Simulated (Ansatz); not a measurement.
Molecular dynamics of F$_{2}$GeH$_{2}$O

input.yaml

```yaml
crystal:
  periodic: [false, false, false]
  atoms:
    - { symbol: Ge, position_ang: [-0.017286, -0.043902, 0.23965] }
    - { symbol: H, position_ang: [0.363145, 0.248565, 1.667062] }
    - { symbol: F, position_ang: [1.358273, -0.094946, -0.779713] }
    - { symbol: F, position_ang: [-0.963631, 1.214369, -0.43513] }
    - { symbol: O, position_ang: [-0.883587, -1.535029, 0.104136] }
    - { symbol: H, position_ang: [-1.186013, -1.772457, -0.771205] }
basis:
  gaussian: { orbitals: def2-SVP }
hamiltonian:
  xc: { name: BHLYP }
  dispersion: d4
md:
  timestep: 2.0
  n_steps: 40
  ensemble: nve
  temperature: 700.0
  initial_velocities: maxwell_boltzmann
  seed: 850398
```

Run as:

```bash
$ ansatz run input.yaml --threads 2 --pin off --max-ram 3072MiB --backend cpu --events-out ev --progress --plain --runs-dir out
```

It starts from a relaxed structure.

Output, in part (step lines, the closing report, with atoms numbered from 0):

```
md step     0: t =     0.00 fs  T =   700.0 K  F+E_penalty+E_count = -64017.64415519 eV  E_kin = 0.361928 eV  conserved = -64017.28222719 eV  (26 SCF iters)
[... lines left out ...]
Total energy: -64007.44695297 eV, -2352.2302897160 hartree
Atom 0 at    -0.047670    -0.007080     0.248198 Å, force     0.623145     2.089258     1.116582 eV/Å
Atom 1 at     0.278602     0.690207     1.641161 Å, force     0.449190    -0.508007    -0.433536 eV/Å
Atom 2 at     1.276579    -0.260480    -0.800057 Å, force    -0.077979    -0.087655    -0.016093 eV/Å
Atom 3 at    -0.918622     1.319156    -0.383413 Å, force    -0.190315     0.089507    -0.785835 eV/Å
Atom 4 at    -0.971908    -1.283846     0.761585 Å, force    -0.799801    -1.590583     0.104701 eV/Å
Atom 5 at     3.181091    -7.709083   -12.387590 Å, force    -0.004241     0.007481     0.014182 eV/Å
Dipole moment:     0.760389    -1.159490    -1.883283 e Å
```

The steps, from the saved trajectory:

```json
{"time (fs)": "0", "T (K)": "700", "potential energy less start (eV)": "0.000", "conserved less start (meV/atom)": "0.00"}
{"time (fs)": "2", "T (K)": "569", "potential energy less start (eV)": "0.215", "conserved less start (meV/atom)": "24.53"}
{"time (fs)": "4", "T (K)": "609", "potential energy less start (eV)": "0.207", "conserved less start (meV/atom)": "26.57"}
{"time (fs)": "6", "T (K)": "443", "potential energy less start (eV)": "0.312", "conserved less start (meV/atom)": "29.87"}
{"time (fs)": "8", "T (K)": "478", "potential energy less start (eV)": "0.184", "conserved less start (meV/atom)": "11.44"}
{"time (fs)": "10", "T (K)": "353", "potential energy less start (eV)": "0.382", "conserved less start (meV/atom)": "33.79"}
{"time (fs)": "12", "T (K)": "462", "potential energy less start (eV)": "0.445", "conserved less start (meV/atom)": "53.57"}
{"time (fs)": "14", "T (K)": "368", "potential energy less start (eV)": "0.511", "conserved less start (meV/atom)": "56.47"}
{"time (fs)": "16", "T (K)": "578", "potential energy less start (eV)": "0.212", "conserved less start (meV/atom)": "24.80"}
{"time (fs)": "18", "T (K)": "586", "potential energy less start (eV)": "0.517", "conserved less start (meV/atom)": "76.29"}
{"time (fs)": "20", "T (K)": "992", "potential energy less start (eV)": "0.685", "conserved less start (meV/atom)": "139.40"}
{"time (fs)": "22", "T (K)": "410", "potential energy less start (eV)": "1.030", "conserved less start (meV/atom)": "146.65"}
{"time (fs)": "24", "T (K)": "1491", "potential energy less start (eV)": "0.185", "conserved less start (meV/atom)": "99.09"}
{"time (fs)": "26", "T (K)": "3216", "potential energy less start (eV)": "2.773", "conserved less start (meV/atom)": "678.96"}
{"time (fs)": "28", "T (K)": "17627", "potential energy less start (eV)": "4.344", "conserved less start (meV/atom)": "2182.70"}
{"time (fs)": "30", "T (K)": "11444", "potential energy less start (eV)": "7.330", "conserved less start (meV/atom)": "2147.49"}
{"time (fs)": "32", "T (K)": "8962", "potential energy less start (eV)": "8.540", "conserved less start (meV/atom)": "2135.26"}
{"time (fs)": "34", "T (K)": "7869", "potential energy less start (eV)": "9.076", "conserved less start (meV/atom)": "2130.40"}
{"time (fs)": "36", "T (K)": "7322", "potential energy less start (eV)": "9.351", "conserved less start (meV/atom)": "2129.13"}
{"time (fs)": "38", "T (K)": "7073", "potential energy less start (eV)": "9.476", "conserved less start (meV/atom)": "2128.45"}
{"time (fs)": "40", "T (K)": "7008", "potential energy less start (eV)": "9.504", "conserved less start (meV/atom)": "2127.47"}
{"time (fs)": "42", "T (K)": "6973", "potential energy less start (eV)": "9.517", "conserved less start (meV/atom)": "2126.81"}
{"time (fs)": "44", "T (K)": "6877", "potential energy less start (eV)": "9.570", "conserved less start (meV/atom)": "2127.35"}
{"time (fs)": "46", "T (K)": "6770", "potential energy less start (eV)": "9.625", "conserved less start (meV/atom)": "2127.25"}
{"time (fs)": "48", "T (K)": "6641", "potential energy less start (eV)": "9.689", "conserved less start (meV/atom)": "2126.74"}
{"time (fs)": "50", "T (K)": "6443", "potential energy less start (eV)": "9.795", "conserved less start (meV/atom)": "2127.33"}
{"time (fs)": "52", "T (K)": "6256", "potential energy less start (eV)": "9.894", "conserved less start (meV/atom)": "2127.83"}
{"time (fs)": "54", "T (K)": "6157", "potential energy less start (eV)": "9.944", "conserved less start (meV/atom)": "2127.54"}
{"time (fs)": "56", "T (K)": "6105", "potential energy less start (eV)": "9.968", "conserved less start (meV/atom)": "2127.06"}
{"time (fs)": "58", "T (K)": "6049", "potential energy less start (eV)": "10.000", "conserved less start (meV/atom)": "2127.67"}
{"time (fs)": "60", "T (K)": "6068", "potential energy less start (eV)": "9.992", "conserved less start (meV/atom)": "2127.85"}
{"time (fs)": "62", "T (K)": "6171", "potential energy less start (eV)": "9.932", "conserved less start (meV/atom)": "2126.76"}
{"time (fs)": "64", "T (K)": "6220", "potential energy less start (eV)": "9.907", "conserved less start (meV/atom)": "2126.80"}
{"time (fs)": "66", "T (K)": "6196", "potential energy less start (eV)": "9.922", "conserved less start (meV/atom)": "2127.26"}
{"time (fs)": "68", "T (K)": "6164", "potential energy less start (eV)": "9.938", "conserved less start (meV/atom)": "2127.20"}
{"time (fs)": "70", "T (K)": "6117", "potential energy less start (eV)": "9.960", "conserved less start (meV/atom)": "2126.78"}
{"time (fs)": "72", "T (K)": "5995", "potential energy less start (eV)": "10.023", "conserved less start (meV/atom)": "2126.87"}
{"time (fs)": "74", "T (K)": "5824", "potential energy less start (eV)": "10.117", "conserved less start (meV/atom)": "2127.74"}
{"time (fs)": "76", "T (K)": "5717", "potential energy less start (eV)": "10.172", "conserved less start (meV/atom)": "2127.73"}
{"time (fs)": "78", "T (K)": "5685", "potential energy less start (eV)": "10.186", "conserved less start (meV/atom)": "2127.25"}
{"time (fs)": "80", "T (K)": "5665", "potential energy less start (eV)": "10.197", "conserved less start (meV/atom)": "2127.38"}
```

The run went to its last step. The conserved energy changed by up to 2200 meV per atom, so the integration failed: the time step of 2 fs is too long for the fastest motions that this run met, and the later frames carry no physical meaning.

Parted: O5–H6 0.96 → 15.21 Å. It ends as F2GeHO + H. Pairs count as bonded within 1.25 times the sum of covalent radii (0.12 Å more for H–H).

Last frame:

```xyz
6
Properties=species:S:1:pos:R:3
Ge -0.048 -0.007 0.248
H 0.279 0.690 1.641
F 1.277 -0.261 -0.800
F -0.919 1.319 -0.383
O -0.972 -1.284 0.762
H 3.181 -7.709 -12.388
```

Time of the run: 93 s on 2 threads of Arm Neoverse V2, with other jobs on the host, peak memory 0.17 GiB.
